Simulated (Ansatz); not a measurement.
Relaxation of F$_{2}$H$_{4}$SSi$_{2}$ (9 atoms, charge 0, multiplicity 1), to a largest force component of 0.02 eV/Å in at most 50 steps.

The calculation used UKS PBE0-D4/STO-3G in Ansatz 0.2.0.

```xyz
9
Properties=species:S:1:pos:R:3
F -1.293 0.186 1.845
Si 0.173 0.391 1.331
Si 0.411 -0.437 -0.829
F 0.244 -2.010 -0.866
S -0.908 0.479 -2.224
H 0.523 1.858 1.379
H 1.093 -0.308 2.301
H -0.069 1.139 -3.099
H -2.023 -0.029 -1.650
```

Task: Where does it end, and by what steps?

Result: The run converged. The force dipped under the threshold on the way, but the program's further checks kept it going. Limits of this set-up: minimal basis. After 25 steps the energy has fallen by 5.195 eV; F1 moved furthest, 1.46 Å.

```
step  energy less start (eV)  largest force component (eV/Å)  accepted
   0                  0.0000                           4.010       yes
   1                 -1.1178                           2.261       yes
   2                 -1.3231                           0.838       yes
   3                 -1.5553                           1.786       yes
   4                 -2.0844                           2.798       yes
   5                 -2.8811                           3.077       yes
   6                 -3.7050                           2.215       yes
   7                 -4.0076                           0.902       yes
   8                 -4.0463                           0.713       yes
   9                 -4.1088                           0.440       yes
  10                 -4.1432                           0.462       yes
  11                 -4.1862                           0.416       yes
  12                 -4.2938                           0.405       yes
  13                 -4.5397                           0.807       yes
  14                 -4.8880                           0.624       yes
  15                 -5.0101                           1.442       yes
  16                 -5.0232                           0.660       yes
  17                 -5.1181                           0.319       yes
  18                 -5.1467                           0.687       yes
  19                 -5.1541                           0.842       yes
  20                 -5.1792                           0.454       yes
  21                 -5.1933                           0.071       yes
  22                 -5.1940                           0.048       yes
  23                 -5.1948                           0.015       yes
  24                 -5.1949                           0.032       yes
  25                 -5.1950                           0.017       yes
```

```xyz
9
Properties=species:S:1:pos:R:3
F -1.312 0.926 0.588
Si 0.304 0.384 0.941
Si 1.056 -0.538 -1.168
F 0.777 -2.124 -0.778
S -1.209 -0.160 -1.890
H 0.872 1.638 1.413
H 0.058 -0.360 2.170
H -0.927 1.003 -2.522
H -1.468 0.500 -0.567
```

The run took 84 s on 1 thread of Intel(R) Xeon(R) CPU @ 2.60GHz (Ice Lake), with other jobs on the host, peak memory 0.19 GiB.
